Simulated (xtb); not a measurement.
xtb input (GFN1-xTB):

```bash
xtb mol.xyz --gfn 1 --sp --chrg 1 --uhf 0
```
mol.xyz:
```
10

Si     0.55412617     0.17105984     0.57167104
Cl     0.46283651     1.71459262    -0.70254222
Cl     2.08891810    -1.08895192     0.30839643
O     -0.84504528    -0.83442247     0.12071411
Si    -2.53914455    -0.31790815    -0.23724849
H      0.30087146     0.54748129     1.95646454
H     -2.66030836     0.84648319     0.64427473
H     -3.29652066    -1.50845123     0.16135812
H     -2.54282458    -0.02045997    -1.67175966
H     -0.63042644    -1.76968918    -0.03748817
```

End of the output:

```
         :::::::::::::::::::::::::::::::::::::::::::::::::::::
         ::                     SUMMARY                     ::
         :::::::::::::::::::::::::::::::::::::::::::::::::::::
         :: total energy             -19.420142201056 Eh    ::
         :: gradient norm              0.036859141161 Eh/a0 ::
         :: HOMO-LUMO gap              5.909876153376 eV    ::
         ::.................................................::
         :: SCC energy               -19.507485036344 Eh    ::
         :: -> electrostatic           0.102533159468 Eh    ::
         :: repulsion energy           0.092086700539 Eh    ::
         :: dispersion energy         -0.004743865250 Eh    ::
         :: halogen bond corr.         0.000000000000 Eh    ::
         :: add. restraining           0.000000000000 Eh    ::
         :: total charge               1.000000000000 e     ::
         :::::::::::::::::::::::::::::::::::::::::::::::::::::

           -------------------------------------------------
          |                Property Printout                |
           -------------------------------------------------

    * Orbital Energies and Occupations

         #    Occupation            Energy/Eh            Energy/eV
      -------------------------------------------------------------
         1        2.0000           -1.0811419             -29.4194
       ...           ...                  ...                  ...
         4        2.0000           -0.8520112             -23.1844
         5        2.0000           -0.8396998             -22.8494
         6        2.0000           -0.7805922             -21.2410
         7        2.0000           -0.7612663             -20.7151
         8        2.0000           -0.7214218             -19.6309
         9        2.0000           -0.6515190             -17.7287
        10        2.0000           -0.6458643             -17.5749
        11        2.0000           -0.6336665             -17.2429
        12        2.0000           -0.6318250             -17.1928
        13        2.0000           -0.6304693             -17.1559
        14        2.0000           -0.6293923             -17.1266
        15        2.0000           -0.6200035             -16.8712
        16        2.0000           -0.6164501             -16.7745 (HOMO)
Note: The following floating-point exceptions are signalling: IEEE_DENORMAL
normal termination of xtb
        17                         -0.3992662             -10.8646 (LUMO)
        18                         -0.3578689              -9.7381
        19                         -0.3492805              -9.5044
        20                         -0.3353150              -9.1244
        21                         -0.3265730              -8.8865
        22                         -0.3019603              -8.2168
        23                         -0.2782636              -7.5719
        24                         -0.2443294              -6.6485
        25                         -0.2288720              -6.2279
        26                         -0.2264345              -6.1616
        27                         -0.2188542              -5.9553
       ...                                ...                  ...
        50                          1.3048624              35.5071
      -------------------------------------------------------------
                  HL-Gap            0.2171840 Eh            5.9099 eV
             Fermi-level           -0.5078581 Eh          -13.8195 eV

  Mulliken/CM5 charges         n(s)   n(p)   n(d)
     1Si    0.49048  0.29894   1.093  1.315  1.102
     2Cl    0.02871  0.07778   1.879  5.103 -0.011
     3Cl    0.02270  0.07055   1.880  5.108 -0.011
     4O    -0.41070 -0.59052   1.682  4.729  0.000
     5Si    0.51265  0.25411   1.319  1.549  0.619
     6H     0.00005  0.09062   1.000  0.000  0.000
     7H    -0.01906  0.06900   1.019  0.000  0.000
     8H    -0.02234  0.06439   1.022  0.000  0.000
     9H    -0.02031  0.06656   1.020  0.000  0.000
    10H     0.41781  0.59856   0.582  0.000  0.000

Wiberg/Mayer (AO) data.
largest (>0.10) Wiberg bond orders for each atom

 ---------------------------------------------------------------------------
     #   Z sym  total        # sym  WBO       # sym  WBO       # sym  WBO
 ---------------------------------------------------------------------------
     1  14 Si   4.790 --     2 Cl   1.521     3 Cl   1.517     6 H    0.913
                             4 O    0.760
     2  17 Cl   1.640 --     1 Si   1.521
     3  17 Cl   1.633 --     1 Si   1.517
     4   8 O    2.451 --     5 Si   0.866    10 H    0.774     1 Si   0.760
     5  14 Si   3.745 --     9 H    0.925     8 H    0.922     7 H    0.921
                             4 O    0.866
     6   1 H    0.993 --     1 Si   0.913
     7   1 H    0.993 --     5 Si   0.921
     8   1 H    0.994 --     5 Si   0.922
     9   1 H    0.994 --     5 Si   0.925
    10   1 H    0.842 --     4 O    0.774
 ---------------------------------------------------------------------------

Topologies differ in total number of bonds
Writing topology from bond orders to xtbtopo.mol

 dipole moment from electron density (au)
     X       Y       Z
  -1.6620  -1.3399   0.2974  total (Debye):    5.479

           -------------------------------------------------
          | TOTAL ENERGY              -19.420142201056 Eh   |
          | GRADIENT NORM               0.036859141161 Eh/α |
          | HOMO-LUMO GAP               5.909876153376 eV   |
           -------------------------------------------------

------------------------------------------------------------------------
------------------------------------------------------------------------
 total:
 SCF:
```

It need not be the lowest isomer of its formula.
